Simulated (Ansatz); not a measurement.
Program: Ansatz. Geometries: PBE0-D4/def2-TZVP. ΔE: electronic, gas phase. CCSD(T)/CBS adds triple-zeta CCSD(T) − MP2 to the extrapolated MP2 energy (def2 sets, frozen cores). This one scheme is used for every species. Double bonds are as drawn, so ΔE can hold a change between cis and trans. DFT in def2-TZVPP. For Zn outer-core shells are correlated without core-valence functions, which leaves a few kJ/mol of doubt a bond. Scalar relativity is left out up to krypton. One conformer a species, not always the lowest.

`C/C=[C](/F)[ZnH]` + `C[SiH2]O` → `C[SiH2][O][ZnH]` + `C/C=C\F`  (ligand exchange at a Zn–C bond)

(1) Is it downhill or uphill in electronic energy at CCSD(T)/CBS, and by how much? (Best estimate.)

(2) What do these levels give: PBE-D4, r2SCAN-D4, PBE0, CCSD/def2-TZVPP, HF/def2-QZVPP, CCSD/CBS(def2)? (Estimate.)

Largest T1 diagnostic among the species: 0.015.

## Answers

(1) Computed: Downhill: ΔE = -21.9 kcal/mol.

(2) The calculation gave: PBE-D4 -18.5, r2SCAN-D4 -21.0, PBE0 -19.9, CCSD/def2-TZVPP -22.4, HF/def2-QZVPP -26.4, CCSD/CBS(def2) -22.7 kcal/mol.

In def2-TZVPP, CCSD(T) changes the Hartree–Fock value by +3.9 kcal/mol (the triples alone add +0.8 kcal/mol) and MP2 by +3.6 kcal/mol. From PBE to PBE0 (25 % exact exchange), in def2-TZVPP and without D4, ΔE moves by −1.2 kcal/mol.
